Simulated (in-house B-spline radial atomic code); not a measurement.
BHandHLYP excitations of the boron ion B³⁺

Method: BHandHLYP. Computed with an all-electron radial atomic-structure program (B-spline basis): linear response of the closed shell 1s2 with the functional's adiabatic kernel; non-relativistic, point nucleus, no spin-orbit coupling, no double excitations, S, P, D and F terms only.

Command:
```bash
python run_td.py task.json out
```
Settings (radii: box in bohr, nucleus in fm):
```
Z                        5
electrons                2
configuration            1s2
hamiltonian              nr
method                   bhandhlyp
box_radius               23.08
intervals                47
```

Time taken, with all properties: 0.1 s on 1 thread of Intel(R) Xeon(R) Platinum 8488C (Sapphire Rapids), on a shared host.

The lowest states, in the order of their Tamm-Dancoff energies; the method's threshold (minus the highest occupied level) is 246.30 eV. Labels give the largest channel, * marks a mixed state, and oscillator strengths are full-response dipole values. Semilocal kernels can invert the small singlet-triplet splittings of Rydberg terms. Energies in eV:

```
     state  full response  Tamm-Dancoff  oscillator strength
1s → 2s 3S         191.15        191.20                    -
1s → 2p 3P         195.93        195.97                    -
1s → 2s 1S         196.97        197.06                    -
1s → 2p 1P         200.24        200.27                0.547
1s → 3s 3S         224.64        224.65                    -
1s → 3s 1S         225.91        225.93                    -
1s → 3p 3P         226.02        226.03                    -
1s → 3d 3D         226.63        226.63                    -
1s → 3d 1D         226.87        226.87                    -
1s → 3p 1P         226.92        226.93                0.116
1s → 4s 3S         234.66        234.67                    -
1s → 4s 1S         235.15        235.16                    -
1s → 4p 3P         235.21        235.22                    -
1s → 4d 3D              ?             ?                    -
1s → 4d 1D         235.54        235.55                    -
1s → 4p 1P         235.56        235.57               0.0444
1s → 4f 3F              ?             ?                    -
1s → 4f 1F         235.78        235.78                    -
```

(1) Where does 1s → 4d 3D lie?

(2) Where does 1s → 4f 3F lie?

(3) How large is the singlet-triplet splitting of 1s → 2s (S terms) in Tamm-Dancoff?

(4) What polarisabilities and dispersion coefficient does the method give?

Answers

(1) At 235.42 eV in full response, 235.42 eV in Tamm-Dancoff.

(2) At 235.78 eV in full response, 235.78 eV in Tamm-Dancoff.

(3) 5.86 eV, from the unrounded values.

(4) Dipole 0.01998 bohr³, quadrupole 0.003602 bohr⁵, C6 0.002656 hartree·bohr⁶ for two such species.
